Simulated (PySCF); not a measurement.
## Ca⁺: ionisation energy

Ca⁺ [Ar] 4s1 (2S) → Ca²⁺ [Ar] (1S), as a difference of total energies. Computed with PySCF 2.14 in dyall-av3z (25s18p5d4f, 132 functions), with scalar relativity by spin-free X2C-1e. The calculations carry no spin-orbit coupling.

```json
{"method": "UHF", "ionisation energy (eV)": "11.358", "error (eV)": "-0.514"}
{"method": "LDA", "ionisation energy (eV)": "12.164", "error (eV)": "+0.292"}
{"method": "PBE", "ionisation energy (eV)": "12.036", "error (eV)": "+0.164"}
{"method": "PBE0", "ionisation energy (eV)": "11.921", "error (eV)": "+0.049"}
{"method": "r2SCAN", "ionisation energy (eV)": "11.717", "error (eV)": "-0.155"}
{"method": "MN15", "ionisation energy (eV)": "11.637", "error (eV)": "-0.235"}
{"method": "TPSS", "ionisation energy (eV)": "11.757", "error (eV)": "-0.115"}
{"method": "r2SCAN0", "ionisation energy (eV)": "11.747", "error (eV)": "-0.125"}
```

Reference: 11.872 eV (measured; NIST Atomic Spectra Database, ionization energies).
